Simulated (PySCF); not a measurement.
C3H7NSi, SMILES [SiH3]N1C=CC1. Coordinates come from a TPSSh-D3(BJ)/def2-SVP optimisation. This is a generated structure with no PubChem entry under its InChIKey; it may be hypothetical.

Task: Give the equilibrium geometry at TPSSh-D3(BJ)/def2-SVP (PySCF confirms it by a frequency run) as bond lengths and angles. (An estimate is asked for; the answer gives what the named calculation found.)

Result: 
Atoms: Si1 N2 C3 C4 C5 H6 H7 H8 H9 H10 H11 H12. Bonded distances (Å): Si1–N2 1.742, Si1–H6 1.487, Si1–H7 1.487, Si1–H8 1.497, N2–C3 1.413, N2–C5 1.497, C3–C4 1.354, C3–H9 1.093, C4–C5 1.516, C4–H10 1.086, C5–H11 1.103, C5–H12 1.102. Angles (°): N2–Si1–H6 107.3, N2–Si1–H7 107.3, N2–Si1–H8 115.4, H6–Si1–H7 111.1, H6–Si1–H8 107.8, H7–Si1–H8 107.9, Si1–N2–C3 134.2, Si1–N2–C5 131.7, C3–N2–C5 87.4, N2–C3–C4 96.9, N2–C3–H9 125.7, C4–C3–H9 137.3, C3–C4–C5 88.8, C3–C4–H10 136.4, C5–C4–H10 134.6, N2–C5–C4 86.8, N2–C5–H11 113.1, N2–C5–H12 112.1, C4–C5–H11 116.3, C4–C5–H12 116.9, H11–C5–H12 109.9.
